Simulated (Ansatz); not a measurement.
Z-matrix (Å, degrees):
```
B
O 1 1.361
O 1 1.373 2 118.6
O 1 1.369 2 115.8 3 -179.8
H 2 0.959 1 111.9 3 -1.5
H 3 0.957 1 116.1 2 178.2
H 4 0.957 1 115.4 2 -179.1
H 4 2.586 1 92.8 2 -49.8
Se 8 1.465 4 133.0 1 -27.6
H 9 1.468 8 92.0 4 -130.2
```

Charge 0, multiplicity 1. The bonds changed during the relaxation, so this is another structure than the one it started from.

Q: List the PBE/def2-TZVPP orbital energies in eV (the Gaussian-basis code of Ansatz). (Best estimate.)

A: Ansatz gave: Occupied: -12302.01, -1562.00, -1402.79, -1402.76, -1402.69, -510.72, -510.66, -510.40, -205.00, -178.51, -150.36, -150.27, -150.03, -53.48, -53.46, -53.28, -53.21, -53.18, -26.42, -25.34, -25.22, -17.39, -14.77, -14.01, -12.25, -10.42, -10.24, -9.74, -8.83, -8.44, -8.26, -7.81, -7.59, -5.55. Lowest empty: -0.83, -0.37, 0.20, 0.94, 1.25, 1.36, 2.39, 3.09.
